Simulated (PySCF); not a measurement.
PySCF input (BP86/def2-SVP):

```python
from pyscf import gto, dft

mol = gto.M(
    atom='''
    Ga    0.18546200    0.18053700    0.23164000
    O     0.73810100   -0.14044200   -1.46414500
    H     1.59968300    0.23476100   -1.67558300
    O    -1.43790800   -0.54078400    0.59009200
    H    -1.75054200   -0.38161400    1.48716100
    ''',
    basis='def2-svp',
    charge=0,
    spin=1,
    verbose=4,
)

mf = dft.UKS(mol, xc='bp86')
mf.grids.level = 3
mf.conv_tol = 1e-9
mf.max_cycle = 100
mf.max_memory = 1500
mf.kernel()
if not mf.converged:
    mf = mf.newton()
    mf.kernel(mf.make_rdm1())
mo, _, stable, _ = mf.stability(return_status=True)
if not stable:
    mf.kernel(mf.make_rdm1(mo, mf.mo_occ))
    stable = mf.stability(return_status=True)[2]
mf.dip_moment()
```

From the output:

```
  HOMO = -0.00940237004241  LUMO = -0.00610146628433  gap/eV = 0.08982
cycle= 2 E= -2072.39409450582  delta_E= 3.66  |g|= 2.77  |ddm|= 3.21
  alpha nocc = 25  HOMO = -0.168225151643246  LUMO = -0.0167654678365481
  beta  nocc = 24  HOMO = -0.279158671874018  LUMO = -0.136145172333317
  HOMO = -0.168225151643  LUMO = -0.136145172333  gap/eV = 0.87294
cycle= 3 E= -2076.39603501888  delta_E=   -4  |g|= 0.219  |ddm|= 2.87
  alpha nocc = 25  HOMO = -0.185275659227559  LUMO = -0.0300434437087054
  beta  nocc = 24  HOMO = -0.227563337397636  LUMO = -0.150301171379413
  HOMO = -0.185275659228  LUMO = -0.150301171379  gap/eV = 0.95170
cycle= 4 E= -2076.40520450723  delta_E= -0.00917  |g|= 0.237  |ddm|= 0.48
  alpha nocc = 25  HOMO = -0.193243553249986  LUMO = -0.0341488743389156
  beta  nocc = 24  HOMO = -0.246123088328998  LUMO = -0.155746192034465
  HOMO = -0.19324355325  LUMO = -0.155746192034  gap/eV = 1.02036
cycle= 5 E= -2076.42517284665  delta_E= -0.02  |g|= 0.0456  |ddm|= 0.129
  alpha nocc = 25  HOMO = -0.188308909121603  LUMO = -0.0307618291571679
  beta  nocc = 24  HOMO = -0.248115309386547  LUMO = -0.150400092514787
  HOMO = -0.188308909122  LUMO = -0.150400092515  gap/eV = 1.03155
cycle= 6 E= -2076.42637967842  delta_E= -0.00121  |g|= 0.00994  |ddm|= 0.0627
  alpha nocc = 25  HOMO = -0.189255531194824  LUMO = -0.031896991384194
  beta  nocc = 24  HOMO = -0.25016561018079  LUMO = -0.151026079993823
  HOMO = -0.189255531195  LUMO = -0.151026079994  gap/eV = 1.04028
cycle= 7 E= -2076.42642193137  delta_E= -4.23e-05  |g|= 0.00165  |ddm|= 0.01
  alpha nocc = 25  HOMO = -0.18933031000558  LUMO = -0.0318431628463953
  beta  nocc = 24  HOMO = -0.250014609825068  LUMO = -0.150994090851118
  HOMO = -0.189330310006  LUMO = -0.150994090851  gap/eV = 1.04318
cycle= 8 E= -2076.42642343075  delta_E= -1.5e-06  |g|= 0.000377  |ddm|= 0.00242
  alpha nocc = 25  HOMO = -0.189291898388446  LUMO = -0.0318214047921836
  beta  nocc = 24  HOMO = -0.249960702791256  LUMO = -0.150941938579864
  HOMO = -0.189291898388  LUMO = -0.15094193858  gap/eV = 1.04356
cycle= 9 E= -2076.42642331038  delta_E= 1.2e-07  |g|= 0.000681  |ddm|= 0.000823
  alpha nocc = 25  HOMO = -0.189276114382081  LUMO = -0.0318129766999444
  beta  nocc = 24  HOMO = -0.249939061682208  LUMO = -0.150923816268517
  HOMO = -0.189276114382  LUMO = -0.150923816269  gap/eV = 1.04362
cycle= 10 E= -2076.42642351058  delta_E= -2e-07  |g|= 9.09e-05  |ddm|= 0.00059
  alpha nocc = 25  HOMO = -0.18928618566279  LUMO = -0.0318219935070938
  beta  nocc = 24  HOMO = -0.249938924041065  LUMO = -0.150930451958943
  HOMO = -0.189286185663  LUMO = -0.150930451959  gap/eV = 1.04371
cycle= 11 E= -2076.42642351515  delta_E= -4.57e-09  |g|= 2.27e-05  |ddm|= 0.000117
  alpha nocc = 25  HOMO = -0.18928873838116  LUMO = -0.0318247939741907
  beta  nocc = 24  HOMO = -0.249941625952896  LUMO = -0.150932903356364
  HOMO = -0.189288738381  LUMO = -0.150932903356  gap/eV = 1.04372
cycle= 12 E= -2076.42642351539  delta_E= -2.44e-10  |g|= 1.68e-06  |ddm|= 2.07e-05
  alpha nocc = 25  HOMO = -0.189288171027566  LUMO = -0.0318244045050928
  beta  nocc = 24  HOMO = -0.249941587311207  LUMO = -0.150932646403845
  HOMO = -0.189288171028  LUMO = -0.150932646404  gap/eV = 1.04371
Extra cycle  E= -2076.42642351538  delta_E= 1.46e-11  |g|= 2.01e-06  |ddm|= 6.25e-06
converged SCF energy = -2076.42642351538  <S^2> = 0.75183486  2S+1 = 2.001834
uhf_internal: lowest eigs of H = [0.29060459 0.330323   0.36053937]
<class 'pyscf.dft.uks.UKS'> wavefunction is stable in the internal stability analysis
Dipole moment(X, Y, Z, Debye):  1.31530,  1.28037,  1.64278
```

The geometry given is a B3LYP-D3(BJ)/def2-TZVP minimum.
